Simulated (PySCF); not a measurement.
## Two-component Hartree-Fock for Cr²²⁺ (chromium, charge +22)

Start: 1s2. Calculated with PySCF 2.14 in an uncontracted even-tempered set (15 s from 24 bohr⁻², ratio 2.4; 9 p from 32 bohr⁻², ratio 2.4; 3 d from 100 bohr⁻², ratio 2.6; 3 f from 150 bohr⁻², ratio 2.6): generalised Hartree-Fock with the X2C-1e Hamiltonian and a Gaussian nucleus; one run each with spin-orbit coupling (SO) switched off, then screened by Boettger's factors.

```json
{"spinor shell": "1s1/2", "electrons": "2", "ε, spin-free (eV)": "-7487.3", "ε, screened SO (eV)": "-7487.3", "weight of nominal j (screened SO)": "1.000", "rms radius, screened SO (bohr)": "0.0725"}
```

```tsv
quantity	spin-free	screened SO
E (hartree)	-565.33582	-565.33582
M_J	0	0
⟨J²⟩	0.000	0.000
⟨L²⟩	0.000	0.000
⟨S²⟩	0.000	0.000
```

Without spin-orbit coupling the j labels of p, d and f shells carry no meaning; the spin-free column gives the mean over the occupied spinors of each nl shell.
